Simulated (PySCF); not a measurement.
Computed properties of C₂H₄BFO₂, SMILES FB1COCO1

C2H4BFO2, SMILES B1(COCO1)F. Coordinates come from a PBE0-D3(BJ)/def2-SVP optimisation. This is a generated structure with no PubChem entry under its InChIKey; it may be hypothetical. The values are those of a single conformer. All values are computed for the isolated molecule unless a solvent is named; none is compared with measurement here.

**Structure.** All 24 harmonic modes at PBE0-D3(BJ)/def2-SVP (PySCF) are real, so it is a minimum. With heavy atoms numbered as in [F:1][B:2]1[CH2:3][O:4][CH2:5][O:6]1, the shortest bond between them is F1–B2 at 1.319 Å and the longest B2–C3 at 1.578 Å.

**Vibrations.** The strongest infrared lines (harmonic, unscaled, degenerate partners summed) lie at 1547 cm⁻¹ (204 km/mol, H 42 %, B 40 %), 1353 cm⁻¹ (187 km/mol, H 34 %, B 26 %, C 26 %, O 14 %), 1522 cm⁻¹ (164 km/mol, H 61 %, B 23 %, C 8 %). The softest mode is at 160 cm⁻¹ and the zero-point energy is 45.6 kcal/mol.

**Electronic structure.** PBE0/def2-TZVP (PySCF) places the frontier levels at -7.83 and 0.58 eV, a gap of 8.41 eV, and gives a dipole moment of 1.09 D and a mean polarisability of 41.0 bohr³. PBE/def2-TZVP (PySCF) at the same geometry gives -6.24 and -0.47 eV, so its gap is 2.64 eV narrower. An orbital gap is neither the optical nor the fundamental gap.

**Excitations.** TDA-PBE0/def2-SVPD (PySCF) has S1 at 7.00 eV (177 nm, f = 0.023, weak); the most intense of the 10 singlets computed lies at 8.51 eV (f = 0.04). T1 (TDA) is at 6.64 eV, 0.36 eV under S1. TDA-PBE/def2-SVPD (PySCF) puts S1 at 5.86 eV. No vertical singlet excitation falls in the visible range (under 3.1 eV).

**NMR.** GIAO shifts at PBE0/pcSseg-1 (PySCF) (non-relativistic, atoms alike by connectivity averaged): ¹³C from 55.7 to 101.6 ppm against TMS; ¹H from 3.7 to 5.6 ppm against TMS; ¹⁹F at -122.6 ppm against CFCl3; ¹¹B at 22.5 ppm against BF3.
